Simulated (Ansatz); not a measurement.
Isolated molecules relaxed with PBE0-D4/def2-TZVP in Ansatz; ΔE leaves out vibrations. CBS: MP2 limit from def2 TZ/QZ plus the TZ coupled-cluster correction, frozen cores. This one scheme is used for every species. Functionals use def2-TZVPP. B3LYP here is the variant with VWN-RPA as its local correlation; programs differ in this. Each species was taken in one conformer, which may not be the lowest.

`C[SiH2]C(N)F` + `OCF` → `NC(F)OCF` + `C[SiH3]`  (substitution at a C–Si bond)

(1) Is it downhill or uphill in electronic energy at CCSD(T)/CBS, and by how much? (Best estimate.)

(2) What do these levels give: PBE0-D4, B3LYP-D4, r2SCAN, B3LYP, HF/def2-QZVPP, CCSD/CBS(def2)? (An estimate is asked.)

Largest T1 diagnostic among the species: 0.012.

Results:

(1) Ansatz gave: Uphill: ΔE = +10.5 kJ/mol.

(2) Computed: PBE0-D4 8.9, B3LYP-D4 9.8, r2SCAN 4.0, B3LYP 5.8, HF/def2-QZVPP -11.1, CCSD/CBS(def2) 9.7 kJ/mol.

From PBE to PBE0 (25 % exact exchange), in def2-TZVPP and without D4, ΔE moves by −4.1 kJ/mol. The D4 term adds +4.0 kJ/mol with B3LYP and +2.3 kJ/mol with PBE0; it sums over pairs of atoms, weighted by their polarisabilities, and B3LYP, whose exchange is more repulsive, gets the larger term.
